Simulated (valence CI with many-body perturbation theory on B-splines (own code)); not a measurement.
**Forbidden lines of Er34+**

Method: valence CI with perturbative core correlation (CI+MBPT): six valence electrons over a frozen Dirac-Fock core [Ar] 3d10, radial functions for each j: 9 s, 9 p, 8 d, 6 f, 3 g, 1 h, with the one-electron correlation potential Σ1, the two-electron term Σ2, the three-electron term Σ3, Breit, model QED; selected CI, second order for the rest, scaled by the run's own slope (own B-spline code, finite nucleus).

No measured spectrum was set against this ion. As an estimate, large intervals hold to a few tenths of a per cent, small ones and those within an open d or f shell to about a per cent. Among the levels kept, up to 650 cm⁻¹ of a level comes from second order outside the variational space, and about a tenth of that is noise between levels of different J, which matters for small intervals.

Lines 1 to 29 of 29 in falling wavelength, among levels below 228.23 eV, chosen from the decays that carry over 1 % of a level's rate. Wavelengths and rates use the calculated energies. Electric multipoles are in the length gauge, E1 and E2 with the static RPA response of the core. Weak lines are less certain than strong ones. Lines between different terms over intervals too small for the method are left out, as are lines whose strength nearly cancels.

Levels are named by their leading jj configuration (3d3/2^4 stands for four electrons in 3d with j = 3/2), which in mixed levels can hold well under half, so a name can repeat and another be missing. Letters in brackets count levels of one name in rising energy.

| λ vac (nm) | Upper | Lower | Type | A (s⁻¹) | Branch % |
| --- | --- | --- | --- | --- | --- |
| 161.9 | (4s^2 4p1/2^2 4p3/2^2) J=0 | (4s^2 4p1/2^2 4p3/2^2) J=2 | E2 | 4.41e+00 | 100.0 |
| 113.9 | (4s^2 4p1/2^2 4p3/2 4d5/2) J=4 | (4s^2 4p1/2^2 4p3/2 4d3/2) J=3 | M1 | 8.67e+03 | 69.7 |
| 100.6 | (4s^2 4p1/2 4p3/2^2 4d5/2) J=5 | (4s^2 4p1/2 4p3/2^2 4d3/2) J=4 | M1 | 1.11e+04 | 3.3 |
| 83.58 | (4s^2 4p1/2 4p3/2^2 4d5/2) J=4 [b] | (4s^2 4p1/2 4p3/2^2 4d3/2) J=3 [a] | M1 | 9.74e+03 | 2.9 |
| 34.52 | (4s^2 4p1/2 4p3/2^2 4d3/2) J=4 | (4s^2 4p1/2^2 4p3/2 4d5/2) J=3 | M1 | 1.47e+04 | 4.6 |
| 29.58 | (4s^2 4p1/2 4p3/2^2 4d5/2) J=4 [a] | (4s^2 4p1/2^2 4p3/2 4d5/2) J=3 | M1 | 3.57e+05 | 23.4 |
| 26.54 | (4s^2 4p1/2 4p3/2^2 4d5/2) J=4 [b] | (4s^2 4p1/2^2 4p3/2 4d5/2) J=3 | M1 | 1.18e+05 | 35.4 |
| 26.29 | (4s^2 4p1/2 4p3/2^2 4d3/2) J=4 | (4s^2 4p1/2^2 4p3/2 4d5/2) J=4 | M1 | 1.46e+04 | 4.6 |
| 25.70 | (4s^2 4p1/2 4p3/2^2 4d5/2) J=5 | (4s^2 4p1/2^2 4p3/2 4d5/2) J=3 | E2 | 4.39e+03 | 1.3 |
| 25.34 | (4s^2 4p1/2 4p3/2^2 4d5/2) J=4 [b] | (4s^2 4p1/2^2 4p3/2 4d5/2) J=2 | E2 | 4.46e+03 | 1.3 |
| 24.85 | (4s^2 4p1/2 4p3/2^3) J=1 | (4s^2 4p1/2^2 4p3/2^2) J=0 | M1 | 4.55e+05 | 22.1 |
| 23.33 | (4s^2 4p1/2 4p3/2^2 4d5/2) J=4 [a] | (4s^2 4p1/2^2 4p3/2 4d5/2) J=4 | M1 | 1.10e+06 | 72.3 |
| 21.55 | (4s^2 4p1/2 4p3/2^3) J=1 | (4s^2 4p1/2^2 4p3/2^2) J=2 | M1 | 1.57e+06 | 76.6 |
| 21.55 | (4s^2 4p1/2 4p3/2^3) J=1 | (4s^2 4p1/2^2 4p3/2^2) J=2 | E2 | 2.67e+04 | 1.3 |
| 21.39 | (4s^2 4p1/2 4p3/2^2 4d5/2) J=4 [b] | (4s^2 4p1/2^2 4p3/2 4d5/2) J=4 | M1 | 1.63e+05 | 48.6 |
| 21.39 | (4s^2 4p1/2 4p3/2^2 4d5/2) J=4 [b] | (4s^2 4p1/2^2 4p3/2 4d5/2) J=4 | E2 | 1.63e+04 | 4.9 |
| 21.36 | (4s^2 4p1/2 4p3/2^2 4d3/2) J=4 | (4s^2 4p1/2^2 4p3/2 4d3/2) J=3 | M1 | 2.52e+05 | 79.7 |
| 21.36 | (4s^2 4p1/2 4p3/2^2 4d3/2) J=4 | (4s^2 4p1/2^2 4p3/2 4d3/2) J=3 | E2 | 2.24e+04 | 7.1 |
| 20.85 | (4s^2 4p1/2 4p3/2^2 4d5/2) J=5 | (4s^2 4p1/2^2 4p3/2 4d5/2) J=4 | M1 | 2.99e+05 | 87.9 |
| 20.85 | (4s^2 4p1/2 4p3/2^2 4d5/2) J=5 | (4s^2 4p1/2^2 4p3/2 4d5/2) J=4 | E2 | 2.30e+04 | 6.8 |
| 20.42 | (4s^2 4p3/2^4) J=0 | (4s^2 4p1/2 4p3/2^3) J=2 | E2 | 1.44e+05 | 3.0 |
| 20.14 | (4s^2 4p1/2 4p3/2^3) J=2 | (4s^2 4p1/2^2 4p3/2^2) J=2 | M1 | 1.01e+06 | 95.0 |
| 20.14 | (4s^2 4p1/2 4p3/2^3) J=2 | (4s^2 4p1/2^2 4p3/2^2) J=2 | E2 | 4.58e+04 | 4.3 |
| 20.10 | (4s^2 4p1/2 4p3/2^2 4d3/2) J=4 | (4s^2 4p1/2^2 4p3/2 4d3/2) J=2 | E2 | 1.11e+04 | 3.5 |
| 19.36 | (4s^2 4p1/2 4p3/2^2 4d5/2) J=4 [a] | (4s^2 4p1/2^2 4p3/2 4d3/2) J=3 | M1 | 5.39e+04 | 3.5 |
| 19.15 | (4s^2 4p3/2^4) J=0 | (4s^2 4p1/2 4p3/2^3) J=1 | M1 | 4.61e+06 | 96.9 |
| 18.80 | (4s^2 4p1/2 4p3/2^2 4d5/2) J=4 [b] | (4s 4p1/2^2 4p3/2^3) J=2 | E2 | 1.02e+04 | 3.1 |
| 8.710 | (4s^2 4p1/2 4p3/2^2 4d5/2) J=4 [b] | (4s^2 4p1/2 4p3/2^3) J=2 | M2 | 5.47e+03 | 1.6 |
| 8.495 | (4s^2 4p1/2^2 4p3/2 4d5/2) J=4 | (4s^2 4p1/2^2 4p3/2^2) J=2 | M2 | 3.76e+03 | 30.2 |
